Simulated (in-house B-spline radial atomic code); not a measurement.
Sc⁸⁺: [Ne] 3s2 3p1

Level of theory: non-relativistic PBE0, spin-polarised, spherical fractional occupations, point nucleus; calculated with a radial B-spline atomic code at the basis-set limit.

Z_r = [3n² - l(l+1)]/(2<r>); Z_e = n√(-2ε); the last column is Slater's effective charge. Values are occupation-weighted means over spin.

```json
{"shell": "1s", "electrons": "2", "ε (eV)": "-4581.3", "<r> (bohr)": "0.07356", "Z_r": "20.39", "Z_e": "18.35", "Slater": "20.70"}
{"shell": "2s", "electrons": "2", "ε (eV)": "-647.3", "<r> (bohr)": "0.3427", "Z_r": "17.51", "Z_e": "13.80", "Slater": "16.85"}
{"shell": "2p", "electrons": "6", "ε (eV)": "-563.78", "<r> (bohr)": "0.3052", "Z_r": "16.38", "Z_e": "12.87", "Slater": "16.85"}
{"shell": "3s", "electrons": "2", "ε (eV)": "-193.15", "<r> (bohr)": "0.9519", "Z_r": "14.18", "Z_e": "11.30", "Slater": "11.50"}
{"shell": "3p", "electrons": "1", "ε (eV)": "-168.22", "<r> (bohr)": "0.9709", "Z_r": "12.87", "Z_e": "10.55", "Slater": "11.50"}
```

The least bound orbital is 3p up at -168.2 eV, and it is also the most diffuse (<r> = 0.9709 bohr).

Caution: exact exchange at fractional occupations of open shells leaves self-interaction of up to several eV.
